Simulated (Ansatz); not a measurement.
`[O]=[Mo]([OH])([OH])([Cl])[Cl]` at its PBE0-D4/def2-TZVP geometry, where that method's forces vanish. Charge 0, multiplicity 1. Mo takes the def2 core potential.

```xyz
8

O     1.1344    1.6070   -0.3932
Mo    0.1565    0.4040    0.1644
O    -0.4231   -0.7797   -1.2080
O     1.3711   -0.9540    0.4875
Cl   -0.2400    0.7518    2.3747
Cl   -1.9103    1.3872   -0.2598
H    -1.2307   -0.5257   -1.6646
H     1.1421   -1.8905    0.4990
```

What forces (eV/Å) does PBE-D4/def2-TZVPP give on these atoms in the Gaussian-basis code of Ansatz? (Best estimate.)

The calculation gave: 
```
O1   0.970  1.174 -0.545
Mo2 -1.052 -0.397  0.565
O3   0.222 -0.538 -0.270
O4   0.651 -0.148  0.111
Cl5 -0.046  0.066  0.394
Cl6 -0.254  0.142 -0.069
H7  -0.387  0.134 -0.203
H8  -0.103 -0.432  0.018
```
